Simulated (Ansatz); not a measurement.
Ge₂Se (the lowest singlet isomer of a short search), 3 atoms. Hardware: 4 threads of Arm Neoverse V1 on a shared host.

Correlated methods freeze 27 core orbitals; core or outer-core shells of Ge, Se are correlated, in sets that lack core-valence functions.

(1) How many basis functions does each of these Ansatz runs have, and roughly what does it cost? HF/STO-3G, charge 0 singlet, energy; r2SCAN-D4/def2-TZVP, charge 0 quintet, relaxation, 5 steps; r2SCAN-D4/def2-TZVP, charge 0 singlet, energy, from earlier orbitals; MP2/def2-TZVP, charge 0 singlet, energy, from earlier orbitals; B3LYP-D4/def2-TZVP, charge 0 triplet, energy, from earlier orbitals; r2SCAN-D4/def2-TZVPD, charge 0 singlet, energy, from earlier orbitals; MP2/def2-TZVP, charge 0 triplet, energy, from earlier orbitals; RPA@PBE/def2-TZVP, charge 0 triplet, energy, from earlier orbitals; PBE0-D4/def2-SVP, charge 1 doublet at the geometry of the charge 0 singlet, energy with a search over starts; r2SCAN-D4/def2-TZVP, charge 0 triplet, relaxation, 3 steps; PBE-D4/def2-TZVP, charge 0 quintet, energy, from earlier orbitals; PBE-D4/def2-TZVPD, charge -1 doublet at the geometry of the charge 0 singlet, energy, from earlier orbitals.

## Answers

(1) Other jobs shared the machine, so times can vary by a factor of up to 3. A dash marks memory too small to be measured apart from the calling script's.

```tsv
run	functions	fitting or Cholesky vectors	wall time	peak host memory (GiB)
HF/STO-3G, charge 0 singlet, energy	54	531	0.25 s	–
PBE0-D4/def2-SVP, charge 1 doublet at the geometry of the charge 0 singlet, energy with a search over starts	96	939	2.4 s	–
MP2/def2-TZVP, charge 0 singlet, energy, from earlier orbitals	144	981	2.4 s	–
r2SCAN-D4/def2-TZVP, charge 0 singlet, energy, from earlier orbitals	144	1103	2.6 s	–
RPA@PBE/def2-TZVP, charge 0 triplet, energy, from earlier orbitals	144	979	3 s	–
PBE-D4/def2-TZVPD, charge -1 doublet at the geometry of the charge 0 singlet, energy, from earlier orbitals	165	1169	3.1 s	–
r2SCAN-D4/def2-TZVPD, charge 0 singlet, energy, from earlier orbitals	165	1169	3.8 s	–
MP2/def2-TZVP, charge 0 triplet, energy, from earlier orbitals	144	979	4 s	–
B3LYP-D4/def2-TZVP, charge 0 triplet, energy, from earlier orbitals	144	979	4 s	–
PBE-D4/def2-TZVP, charge 0 quintet, energy, from earlier orbitals	144	1103	4.6 s	–
r2SCAN-D4/def2-TZVP, charge 0 triplet, relaxation, 3 steps	144	1103	11 s	–
r2SCAN-D4/def2-TZVP, charge 0 quintet, relaxation, 5 steps	144	1103	16 s	–
```
